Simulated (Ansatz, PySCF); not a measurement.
Ge(F)2(OH)(NH2) (F2GeH3NO), SMILES [NH2][Ge]([OH])([F])[F]. Atoms are numbered in the order given.

```xyz
8

N      1.7477     0.1542    -0.3762
Ge     0.0126     0.0051    -0.0086
O     -0.8483     1.3850    -0.6326
F     -0.4223    -0.1364     1.6616
F     -0.5544    -1.4796    -0.6693
H      2.2020     1.0159    -0.0932
H      2.3268    -0.6557    -0.1825
H     -1.7053     1.5070    -0.2075
```
Charge 0, spin multiplicity 1.

The structure is a stationary point at PBE0-D3(BJ)/def2-SVP. The structure was generated by enumeration, and PubChem lists no compound with its InChIKey, so it may never have been made. One conformer was computed; it need not be the lowest.

Two levels are set side by side: PBE-D3(BJ)/def2-SVP (Ansatz, a quantum-chemistry and plane-wave program) and PBE0-D3(BJ)/def2-SVP (Ansatz). Each level has its own optimised geometry; the coordinates shown are those of the second. Frequencies come from the Hessian of PySCF at each geometry. Differences are taken from unrounded values.

```
quantity                            PBE0-D3(BJ)
----------------------------------  -----------
mean bond length (Å)                      1.424
bond N1–Ge2 (Å)                           1.780
bond Ge2–O3 (Å)                           1.742
bond Ge2–F4 (Å)                           1.732
bond Ge2–F5 (Å)                           1.721
bond N1–H6 (Å)                            1.014
bond N1–H7 (Å)                            1.014
bond O3–H8 (Å)                            0.964
highest harmonic wavenumber (cm⁻¹)         3901
mean harmonic wavenumber (cm⁻¹)            1088
zero-point energy (kcal/mol)              27.98
```

Question: What does PBE-D3(BJ) give, and how far is it from PBE0-D3(BJ)? (The exact figures need the calculation; the answer reports its results.)

Answer: 
```json
[
 {"quantity": "mean bond length (Å)", "PBE-D3(BJ)": "1.442", "PBE-D3(BJ) minus PBE0-D3(BJ)": "0.018"},
 {"quantity": "bond N1–Ge2 (Å)", "PBE-D3(BJ)": "1.806", "PBE-D3(BJ) minus PBE0-D3(BJ)": "0.027"},
 {"quantity": "bond Ge2–O3 (Å)", "PBE-D3(BJ)": "1.766", "PBE-D3(BJ) minus PBE0-D3(BJ)": "0.024"},
 {"quantity": "bond Ge2–F4 (Å)", "PBE-D3(BJ)": "1.755", "PBE-D3(BJ) minus PBE0-D3(BJ)": "0.023"},
 {"quantity": "bond Ge2–F5 (Å)", "PBE-D3(BJ)": "1.742", "PBE-D3(BJ) minus PBE0-D3(BJ)": "0.021"},
 {"quantity": "bond N1–H6 (Å)", "PBE-D3(BJ)": "1.025", "PBE-D3(BJ) minus PBE0-D3(BJ)": "0.011"},
 {"quantity": "bond N1–H7 (Å)", "PBE-D3(BJ)": "1.025", "PBE-D3(BJ) minus PBE0-D3(BJ)": "0.011"},
 {"quantity": "bond O3–H8 (Å)", "PBE-D3(BJ)": "0.976", "PBE-D3(BJ) minus PBE0-D3(BJ)": "0.012"},
 {"quantity": "highest harmonic wavenumber (cm⁻¹)", "PBE-D3(BJ)": "3724", "PBE-D3(BJ) minus PBE0-D3(BJ)": "-177"},
 {"quantity": "mean harmonic wavenumber (cm⁻¹)", "PBE-D3(BJ)": "1049", "PBE-D3(BJ) minus PBE0-D3(BJ)": "-38"},
 {"quantity": "zero-point energy (kcal/mol)", "PBE-D3(BJ)": "27.00", "PBE-D3(BJ) minus PBE0-D3(BJ)": "-0.99"}
]
```

Exact exchange shortens and stiffens bonds; PBE has none. Differences between two approximate levels are no errors against the true value.
